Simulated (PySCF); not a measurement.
Job file and geometry (Å, from GFN2-xTB) of an NMR shielding run on SMILES C#CP(C=C)C(C)C, C$_{7}$H$_{11}$P, GIAO PBE0/pcSseg-1 NMR shielding, non-relativistic, gas phase (PySCF 2.14.0, density-fitted response routines); density fitting, a coarse starting grid and PySCF grid level 2 are the driver's defaults:

```
$ OMP_NUM_THREADS=1 python probes_run.py task.json out

{"job": {"kind": "nmr", "xc": "PBE0", "basis": "pcSseg-1"}, "charge": 0, "multiplicity": 1}
C      0.110233     2.990377     0.572210
C      0.356265     1.956185     0.009022
P      0.751582     0.559399    -0.999543
C      2.086127    -0.102266     0.054475
C      2.461426    -1.372119     0.077655
C     -0.679744    -0.562399    -0.502059
C     -0.893429    -0.650748     1.003584
C     -1.938301    -0.070581    -1.210900
H     -0.109395     3.868038     1.107844
H      2.639081     0.647736     0.607727
H      3.298877    -1.709051     0.668085
H      1.943879    -2.132811    -0.484705
H     -0.420429    -1.556184    -0.890007
H      0.004609    -1.002067     1.508206
H     -1.155562     0.326159     1.405681
H     -1.704716    -1.343889     1.223726
H     -1.783662    -0.027341    -2.287841
H     -2.200975     0.927398    -0.862459
H     -2.775669    -0.736584    -1.008161
```

Q: Write the output of this run.

A: 
```
coarse grid: 16048 points
cycle   1  E = -613.9872716669  dE =  8.315e-01  |g| = 4.984e-01  |ddm| = 3.987e+00
cycle   2  E = -613.9803245233  dE =  6.947e-03  |g| = 5.257e-01  |ddm| = 9.953e-01
cycle   3  E = -614.0510189673  dE = -7.069e-02  |g| = 7.640e-02  |ddm| = 5.303e-01
cycle   4  E = -614.0518543195  dE = -8.354e-04  |g| = 4.970e-02  |ddm| = 9.802e-02
cycle   5  E = -614.0524136042  dE = -5.593e-04  |g| = 1.527e-02  |ddm| = 4.764e-02
cycle   6  E = -614.0524752464  dE = -6.164e-05  |g| = 3.688e-03  |ddm| = 1.756e-02
cycle   7  E = -614.0524784120  dE = -3.166e-06  |g| = 1.149e-03  |ddm| = 4.549e-03
final grid: 149480 points
cycle   8  E = -614.1040659106  dE = -4.849e-05  |g| = 9.116e-03  |ddm| = 4.822e-02
cycle   9  E = -614.1040573347  dE =  8.576e-06  |g| = 1.083e-02  |ddm| = 1.764e-02
cycle  10  E = -614.1040873519  dE = -3.002e-05  |g| = 1.243e-03  |ddm| = 1.042e-02
cycle  11  E = -614.1040876807  dE = -3.288e-07  |g| = 4.904e-04  |ddm| = 1.430e-03
cycle  12  E = -614.1040877339  dE = -5.321e-08  |g| = 1.954e-04  |ddm| = 5.447e-04
cycle  13  E = -614.1040877432  dE = -9.244e-09  |g| = 5.408e-05  |ddm| = 1.852e-04
cycle  14  E = -614.1040877438  dE = -6.935e-10  |g| = 1.522e-05  |ddm| = 6.158e-05
converged SCF energy = -614.1040877438

GIAO shielding tensors (ppm)
atom      isotropic    diamagn.    paramagn.     s11        s22        s33       span
  0 C       83.750     261.162    -177.412      3.029     17.882    230.338    227.309
  1 C       99.479     270.319    -170.840     -0.915      5.049    294.304    295.220
  2 P      356.275     965.874    -609.600    300.839    367.558    400.427     99.587
  3 C       36.597     261.364    -224.767    -77.988     41.232    146.547    224.535
  4 C       56.950     254.103    -197.153    -65.219     64.711    171.357    236.576
  5 C      152.506     249.908     -97.402    139.739    155.257    162.523     22.784
  6 C      166.848     248.749     -81.902    152.254    161.243    187.046     34.792
  7 C      165.449     246.857     -81.408    148.969    159.464    187.914     38.945
  8 H       29.278      34.708      -5.430     24.328     24.697     38.809     14.480
  9 H       24.958      30.670      -5.712     22.187     23.947     28.740      6.552
 10 H       25.543      28.302      -2.759     21.999     24.988     29.642      7.643
 11 H       26.169      32.228      -6.059     21.731     24.846     31.929     10.198
 12 H       29.897      33.417      -3.521     26.066     28.148     35.476      9.411
 13 H       29.776      32.300      -2.524     24.280     29.891     35.158     10.878
 14 H       30.163      32.408      -2.245     25.653     30.244     34.591      8.938
 15 H       30.751      31.075      -0.324     26.023     28.160     38.070     12.048
 16 H       30.259      29.198       1.061     25.662     27.766     37.349     11.687
 17 H       30.427      30.313       0.114     25.888     30.345     35.048      9.160
 18 H       30.418      29.289       1.130     25.862     27.703     37.690     11.828
```

Size and cost of the density-fitted run: 198 basis functions, 26 s wall time on 1 thread of an Arm Neoverse V2, shared host; peak memory 0.89 GiB.
